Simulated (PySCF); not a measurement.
**Orbital picture of BiBr**

PBE0 at R = 2.590 Å; PySCF, scalar-relativistic core potentials, basis sets Bi def2-TZVPP with ECP60, Br def2-TZVPP. State: ³Σ⁻ (triplet), unpaired electrons π ↑↑. Only the outer orbitals are listed, counted within each symmetry, core potentials removing the inner ones.

```json
{"spin": "α", "orbital": "10σ", "occ.": "1", "ε (eV)": "-21.17", "on Bi (%)": "11", "main shells (%)": "88 Br s, 9 Bi s"}
{"spin": "α", "orbital": "11σ", "occ.": "1", "ε (eV)": "-16.89", "on Bi (%)": "86", "main shells (%)": "86 Bi s, 9 Br s"}
{"spin": "α", "orbital": "12σ", "occ.": "1", "ε (eV)": "-9.38", "on Bi (%)": "32", "main shells (%)": "67 Br p, 27 Bi p"}
{"spin": "α", "orbital": "6π", "occ.": "1", "ε (eV)": "-8.68", "on Bi (%)": "16", "main shells (%)": "84 Br p, 15 Bi p"}
{"spin": "α", "orbital": "6π", "occ.": "1", "ε (eV)": "-8.68", "on Bi (%)": "16", "main shells (%)": "84 Br p, 15 Bi p"}
{"spin": "α", "orbital": "7π", "occ.": "1", "ε (eV)": "-6.18", "on Bi (%)": "85", "main shells (%)": "84 Bi p, 15 Br p"}
{"spin": "α", "orbital": "7π", "occ.": "1", "ε (eV)": "-6.18", "on Bi (%)": "85", "main shells (%)": "84 Bi p, 15 Br p"}
{"spin": "α", "orbital": "13σ", "occ.": "0", "ε (eV)": "-2.06", "on Bi (%)": "77", "main shells (%)": "71 Bi p, 21 Br p"}
{"spin": "α", "orbital": "14σ", "occ.": "0", "ε (eV)": "3.04", "on Bi (%)": "93", "main shells (%)": "94 Bi p"}
{"spin": "α", "orbital": "8π", "occ.": "0", "ε (eV)": "3.11", "on Bi (%)": "100", "main shells (%)": "96 Bi p"}
{"spin": "β", "orbital": "10σ", "occ.": "1", "ε (eV)": "-20.99", "on Bi (%)": "8", "main shells (%)": "92 Br s"}
{"spin": "β", "orbital": "11σ", "occ.": "1", "ε (eV)": "-15.40", "on Bi (%)": "87", "main shells (%)": "86 Bi s"}
{"spin": "β", "orbital": "12σ", "occ.": "1", "ε (eV)": "-9.15", "on Bi (%)": "30", "main shells (%)": "69 Br p, 22 Bi p"}
{"spin": "β", "orbital": "6π", "occ.": "1", "ε (eV)": "-8.32", "on Bi (%)": "6", "main shells (%)": "93 Br p"}
{"spin": "β", "orbital": "6π", "occ.": "1", "ε (eV)": "-8.32", "on Bi (%)": "6", "main shells (%)": "93 Br p"}
{"spin": "β", "orbital": "7π", "occ.": "0", "ε (eV)": "-2.95", "on Bi (%)": "94", "main shells (%)": "94 Bi p"}
{"spin": "β", "orbital": "7π", "occ.": "0", "ε (eV)": "-2.95", "on Bi (%)": "94", "main shells (%)": "94 Bi p"}
{"spin": "β", "orbital": "13σ", "occ.": "0", "ε (eV)": "-1.51", "on Bi (%)": "81", "main shells (%)": "75 Bi p, 17 Br p"}
```

Which are the highest filled and the lowest empty level, where do they sit, and how wide is the gap?

Highest filled α 7π at -6.18 eV (in %: 84 Bi p, 15 Br p); lowest empty β 7π at -2.95 eV (in %: 94 Bi p); the gap at PBE0 is 3.23 eV. Both belong to one degenerate shell, split only by its one-sided filling, so this is no excitation gap.

```
bond order (Mayer)                               : 1.05
⟨S²⟩                                             : 2.005
charge on Bi (Mulliken, basis-dependent)         : 0.34
charge on Bi (Löwdin, basis-dependent)           : 0.14
dipole moment (positive dipole means Bi(−)Br(+)) : -2.83 D
polarisability along the bond                    : 86.0 bohr³
polarisability across the bond                   : 44.8 bohr³
```

These are scalar-relativistic numbers at best; spin–orbit coupling would shift them, the dissociation energy most. The state is the lowest determinant that a PBE0 search found; another state may lie lower at other levels.
